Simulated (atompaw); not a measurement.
# PBEsol PAW (atompaw) dataset for gold, scalar-relativistic all-electron reference.

Au, PAW, made with atompaw 4.2.0.5 (PBEsol, scalar-relativistic). Core [Kr] 4d10 4f14, reference 5s2 5p6 5d9 6s2 6p0. Waves: 5s (bound): rc 1.45 bohr; 6s (bound): rc 1.65 bohr; 5p (bound): rc 1.20 bohr; 6p (bound, empty): rc 1.65 bohr; 5d (bound): rc 1.65 bohr; 5d channel at -0.05 Ry: rc 1.65 bohr. Local part: bessel scheme, radius 1.65 bohr. Core correction: smooth core density matched at 0.95 bohr. Augmentation charge: besselshape compensation charge, radius 1.40 bohr; PAW radius 1.65 bohr; waves and projectors: custom rrkj vanderbiltortho.

All-electron outer shells of the reference configuration (PBEsol, scalar-relativistic, ld1.x):

```
shell  level (eV)  outermost node (bohr)  outermost maximum (bohr)
   4d     -328.79                   0.20                      0.41
   5s     -111.35                   0.48                      0.84
   4f      -84.23                      –                      0.37
   5p      -62.55                   0.52                      0.96
   5d       -8.97                   0.56                      1.20
   6s       -6.71                   1.11                      2.27
   6p       -1.05                   1.31                      3.34
```

**Question.** Estimate the cutoffs (Ry, on a coarse ladder) from which the occupation-weighted sum of valence levels, in a spherical-Bessel basis at the reference potential, stays within 10 and 1 mRy of its value at 400 Ry.

**Answer.** 60 Ry and 110 Ry.

**Question.** Does the potential have ghost states?

**Answer.** No extra level below or beside the all-electron valence levels (s, p, d, f tested).

**Question.** Is the overlap operator S = 1 + Σ q|β⟩⟨β| positive definite (Bessel basis up to 400 Ry)?

**Answer.** Yes: its lowest eigenvalue is 0.07 (p channel).

**Question.** Which valence shell sets the plane-wave cutoff?

**Answer.** 5p: its level needs 60 Ry to come within 1 mRy, against 40 Ry for 6s.
